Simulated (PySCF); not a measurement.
PySCF job for Ga(H)(Cl)(OMe) (CH₄ClGaO), SMILES C[O][GaH][Cl], PBE-D3(BJ)/def2-SVP. The structure is a stationary point at PBE-D3(BJ)/def2-SVP. The structure was generated by enumeration; whether it is a known compound was not checked. Other conformers were not sampled.

```python
import numpy as np
from pyscf import gto, scf, dft, df
from pyscf.hessian import thermo

mol = gto.M(
    atom='''
    Ga   -0.46736220    0.05300278   -0.00000000
    H    -2.01558381   -0.16456239   -0.00000000
    Cl    0.46804589    1.99108954   -0.00000000
    O     0.72376231   -1.28788238    0.00000000
    C     0.33779764   -2.64847276    0.00000000
    H     0.74883603   -3.16267094   -0.89773118
    H     0.74883603   -3.16267094    0.89773118
    H    -0.76752449   -2.80780876    0.00000000
    ''',
    basis='def2-SVP',
    charge=0,
    spin=0,
    max_memory=1600,
    verbose=3,
)
mf = dft.RKS(mol, xc='pbe').density_fit(auxbasis='def2-universal-jkfit')
mf.disp = 'd3bj'
mf.grids.level = 3
mf.conv_tol = 1e-11
mf.max_cycle = 100
mf.kernel()

# [left out here: the lines that compute and print the analytic Hessian (its translational invariance restored by hand, since the grid's response is missing), thermochemistry and intensities]
```

Output:

```
converged SCF energy = -2499.75834008135

WARN: DFTD3 does not support analytical Hessian, using finite difference


WARN: Mole.unit (angstrom) is changed to Bohr

Mode                                 0                   1                   2
Irrep
Freq [cm^-1]                       95.7266            104.5172            106.8073
Reduced mass [au]                   3.6614              5.8364              1.0947
Force const [Dyne/A]                0.0198              0.0376              0.0074
Char temp [K]                     137.7292            150.3770            153.6719
Normal mode                   x     y     z       x     y     z       x     y     z
       0  Ga                 0.00 -0.00  0.02    0.06 -0.01 -0.00   -0.00  0.00 -0.02
       1   H                 0.00 -0.00 -0.08    0.07 -0.06 -0.00   -0.00  0.00 -0.02
       2  Cl                -0.00  0.00 -0.05   -0.07  0.05  0.00    0.00 -0.00  0.02
       3   O                 0.00 -0.00  0.17    0.02 -0.05 -0.00   -0.00  0.00  0.03
       4   C                -0.00 -0.00 -0.13   -0.14 -0.01  0.00    0.00  0.00  0.03
       5   H                 0.02  0.19 -0.24   -0.20 -0.06 -0.00   -0.46  0.10 -0.24
       6   H                -0.02 -0.19 -0.24   -0.20 -0.06  0.00    0.46 -0.10 -0.24
       7   H                -0.00  0.00 -0.19   -0.16  0.12  0.00    0.00 -0.00  0.58
Mode                                 3                   4                   5
Irrep
Freq [cm^-1]                      237.2216            420.5026            426.4513
Reduced mass [au]                   4.2387             32.9832              1.1278
Force const [Dyne/A]                0.1405              3.4362              0.1208
Char temp [K]                     341.3091            605.0096            613.5685
Normal mode                   x     y     z       x     y     z       x     y     z
       0  Ga                -0.01 -0.02 -0.00    0.04  0.06  0.00    0.00  0.00 -0.03
       1   H                 0.01 -0.17  0.00    0.04  0.04 -0.00    0.00 -0.00  0.94
       2  Cl                 0.01 -0.06  0.00   -0.06 -0.12 -0.00   -0.00 -0.00  0.01
       3   O                 0.11  0.09 -0.00   -0.04  0.01 -0.00   -0.00 -0.00  0.05
       4   C                -0.07  0.14  0.00    0.01  0.00 -0.00    0.00 -0.00 -0.00
       5   H                -0.15  0.08 -0.00    0.03  0.01  0.00    0.04  0.01  0.01
       6   H                -0.15  0.08  0.00    0.03  0.01 -0.00   -0.04 -0.01  0.01
       7   H                -0.09  0.30  0.00    0.01 -0.03  0.00    0.00 -0.00 -0.04
Mode                                 6                   7                   8
Irrep
Freq [cm^-1]                      559.2777            617.6838           1087.0433
Reduced mass [au]                   1.1976              4.3765              4.7198
Force const [Dyne/A]                0.2207              0.9838              3.2860
Char temp [K]                     804.6760            888.7095           1564.0132
Normal mode                   x     y     z       x     y     z       x     y     z
       0  Ga                 0.01 -0.03 -0.00   -0.03  0.04 -0.00   -0.01  0.00 -0.00
       1   H                -0.11  0.90  0.00   -0.07  0.33  0.00   -0.01  0.04  0.00
       2  Cl                -0.01 -0.00  0.00   -0.01 -0.01 -0.00   -0.00  0.00  0.00
       3   O                -0.03  0.05  0.00    0.17 -0.07  0.00   -0.04 -0.16 -0.00
       4   C                -0.01  0.05  0.00    0.00 -0.09 -0.00    0.09  0.16  0.00
       5   H                 0.01  0.06  0.00   -0.08 -0.16 -0.00   -0.11 -0.03 -0.01
       6   H                 0.01  0.06 -0.00   -0.08 -0.16  0.00   -0.11 -0.03  0.01
       7   H                 0.00  0.02 -0.00   -0.02  0.06 -0.00    0.05  0.35 -0.00
Mode                                 9                  10                  11
Irrep
Freq [cm^-1]                     1132.0764           1159.1468           1411.4648
Reduced mass [au]                   1.2811              1.5709              1.0403
Force const [Dyne/A]                0.9673              1.2436              1.2211
Char temp [K]                    1628.8059           1667.7542           2030.7835
Normal mode                   x     y     z       x     y     z       x     y     z
       0  Ga                 0.00 -0.00  0.00   -0.00  0.00 -0.00   -0.00 -0.00 -0.00
       1   H                -0.00  0.00 -0.02   -0.00  0.01 -0.00   -0.00  0.00 -0.00
       2  Cl                -0.00  0.00 -0.00   -0.00 -0.00  0.00    0.00  0.00  0.00
       3   O                -0.00  0.00  0.05    0.05 -0.09  0.00   -0.00 -0.00 -0.01
       4   C                 0.00 -0.00 -0.13   -0.10  0.09 -0.00   -0.00 -0.00 -0.05
       5   H                -0.05 -0.55  0.17    0.30  0.26  0.08    0.43  0.22  0.05
       6   H                 0.05  0.55  0.17    0.30  0.26 -0.08   -0.43 -0.22  0.05
       7   H                 0.00  0.00  0.30   -0.02 -0.52  0.00   -0.00  0.00  0.69
Mode                                12                  13                  14
Irrep
Freq [cm^-1]                     1420.3597           1426.4336           1959.5481
Reduced mass [au]                   1.1246              1.0460              1.0218
Force const [Dyne/A]                1.3367              1.2539              2.3117
Char temp [K]                    2043.5814           2052.3204           2819.3535
Normal mode                   x     y     z       x     y     z       x     y     z
       0  Ga                 0.00 -0.00  0.00   -0.00  0.00  0.00    0.01  0.00  0.00
       1   H                 0.02  0.00 -0.00   -0.00  0.00  0.00   -0.98 -0.13 -0.00
       2  Cl                 0.00  0.00  0.00    0.00  0.00  0.00    0.00 -0.00 -0.00
       3   O                -0.00  0.03 -0.00   -0.01 -0.00  0.00    0.00  0.00 -0.00
       4   C                 0.00  0.09 -0.00   -0.05 -0.02  0.00   -0.00  0.00 -0.00
       5   H                -0.09 -0.51  0.28    0.46 -0.16  0.31   -0.00 -0.01  0.00
       6   H                -0.09 -0.51 -0.28    0.46 -0.16 -0.31   -0.00 -0.01 -0.00
       7   H                 0.07 -0.42  0.00   -0.09  0.53 -0.00    0.01 -0.01  0.00
Mode                                15                  16                  17
Irrep
Freq [cm^-1]                     2901.6577           2981.9694           3002.8662
Reduced mass [au]                   1.0363              1.0990              1.1060
Force const [Dyne/A]                5.1409              5.7578              5.8758
Char temp [K]                    4174.8394           4290.3900           4320.4559
Normal mode                   x     y     z       x     y     z       x     y     z
       0  Ga                 0.00 -0.00  0.00    0.00 -0.00  0.00   -0.00  0.00 -0.00
       1   H                -0.01  0.00 -0.00    0.00 -0.00  0.00    0.00 -0.00  0.00
       2  Cl                -0.00  0.00 -0.00    0.00  0.00 -0.00   -0.00 -0.00 -0.00
       3   O                 0.00  0.00  0.00    0.00  0.00 -0.00    0.00  0.00  0.00
       4   C                 0.04  0.04  0.00   -0.08  0.03  0.00   -0.00  0.00 -0.09
       5   H                 0.17 -0.19 -0.34    0.19 -0.23 -0.45   -0.26  0.30  0.54
       6   H                 0.17 -0.19  0.34    0.19 -0.23  0.45    0.26 -0.30  0.54
       7   H                -0.77 -0.09 -0.00    0.57  0.07  0.00    0.00  0.00 -0.02
temperature 298.1500 [K]
pressure 101325.00 [Pa]
Rotational constants [GHz] 12.59704 1.80363 1.59390
Symmetry number 1
Zero-point energy (ZPE) 0.04796 [Eh]   125911.471 [J/mol]
                           tot       elec      trans        rot        vib
Entropy [J/mol/K]       344.060      0.000    170.126    111.240     62.694
Cv [J/mol/K]             82.128      0.000     12.472     12.472     57.185
Cp [J/mol/K]             90.442      0.000     20.786     12.472     57.185
Internal energy [J/mol]                      3718.434   3718.434 135607.909
Internal energy [Eh]   -2499.70386  -2499.75834
Enthalpy [J/mol]                             6197.391   3718.434 135607.909
Enthalpy [Eh]          -2499.70291
Gibbs free energy [J/mol]                  -44525.633 -29447.772 116915.598
Gibbs free energy [Eh] -2499.74198
mode   freq/cm-1   IR/(km/mol)
   1       95.73         3.693
   2      104.52         1.395
   3      106.81         0.789
   4      237.22         8.060
   5      420.50        51.178
   6      426.45        36.461
   7      559.28       140.104
   8      617.68        22.760
   9     1087.04       183.207
  10     1132.08         0.096
  11     1159.15        26.442
  12     1411.46         0.805
  13     1420.36        26.743
  14     1426.43        10.430
  15     1959.55        85.014
  16     2901.66        90.061
  17     2981.97        48.318
  18     3002.87        31.305
max |gradient| / (hartree/bohr): 8.169440254708922e-05
APT charges: [ 1.242  -0.2487 -0.4974 -0.857   0.5464 -0.0636 -0.0636 -0.0581]
```

Self-consistency was reached.

Cost: about 70 core-seconds (a rough figure).
